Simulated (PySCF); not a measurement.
C₂HBr₂Cl, SMILES C(Cl)=C(Br)Br. Geometry optimised at B3LYP-D3(BJ)/def2-SVP.

The numbers are results of B3LYP-D3(BJ)/def2-SVP in PySCF 2.14.0, not measurements.

Harmonic wavenumbers (cm⁻¹): 138, 179, 188, 293, 427, 523, 788, 804, 873, 1246, 1634, 3217. Rotational constants (GHz): 1.779, 0.9191, 0.6060; symmetry number 1.

**Question.** Work out the zero-point energy and the ideal-gas rigid-rotor harmonic-oscillator thermochemistry at 298.15 K and 1 atm.

**Answer.** ZPE = ½ Σ hcν = ½ × 10311 cm⁻¹ = 61.68 kJ/mol. H − E(el) = 79.45 kJ/mol. Entropy in J/(mol K): translation 176.03, rotation 126.20, vibration 45.86, total 348.09. G − E(el) = -24.33 kJ/mol. Cp = 83.52 J/(mol K). Modes under 150 cm⁻¹ make the vibrational entropy uncertain.
